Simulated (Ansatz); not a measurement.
Molecule: DABCO, C6H12N2 (charge 0, singlet). SMILES: C1CN2CCN1CC2
Geometry from a B3LYP-D3(BJ)/def2-TZVP (Ansatz, a quantum-chemistry and plane-wave program) optimisation:
```
N
C 1 1.4675
H 2 1.0920 1 108.19
H 2 1.0920 3 107.58 1 -116.67
C 1 1.4675 2 109.00 3 -178.71
H 5 1.0920 1 108.19 2 178.71
H 5 1.0920 6 107.58 1 116.67
C 1 1.4675 2 109.00 3 62.44
H 8 1.0920 1 108.19 2 -178.71
H 8 1.0920 9 107.58 1 -116.67
C 8 1.5594 9 111.40 10 -122.37
H 11 1.0920 8 111.40 9 120.14
H 11 1.0920 12 107.58 8 122.37
N 11 1.4675 12 108.19 13 116.67
C 14 1.4675 11 109.00 12 -178.71
H 15 1.0920 14 108.19 11 178.71
H 15 1.0920 16 107.58 14 116.67
C 14 1.4675 15 109.00 16 -62.44
H 18 1.0920 14 108.19 15 178.71
H 18 1.0920 19 107.58 14 116.67
```
Charge 0, spin multiplicity 1.

Quantity: atomisation energy (electronic, to ground-state atoms), in kJ/mol. Cores are frozen in the correlated levels unless marked. Open shells are spin-unrestricted. No spin-orbit coupling. Non-relativistic. The coupled-cluster limit lacks core correlation, which all-electron functionals hold. CBS marks a two-point X^-3 extrapolation of the correlation energy; Hartree-Fock from the larger set. [CCSD(T)-MP2]/basis is that difference in the basis named.

| level | program | atomisation energy (kJ/mol) |
|---|---|---|
| PBE/def2-TZVPD | Ansatz | 8308.4 |
| B3LYP-D3(BJ)/def2-TZVPD | Ansatz + dftd3 | 8139.7 |
| B3LYP/def2-TZVPD | Ansatz | 8047.8 |
| PBE0/STO-3G | Ansatz | 9603.9 |

Problem. Estimate the value at RI-MP2/CBS(aug-cc-pVTZ,aug-cc-pVQZ)+[CCSD(T)-MP2]/aug-cc-pVTZ as computed with Ansatz.

Solution. 8123.6 kJ/mol, so PBE0/STO-3G differs from it by 1480.3 kJ/mol.
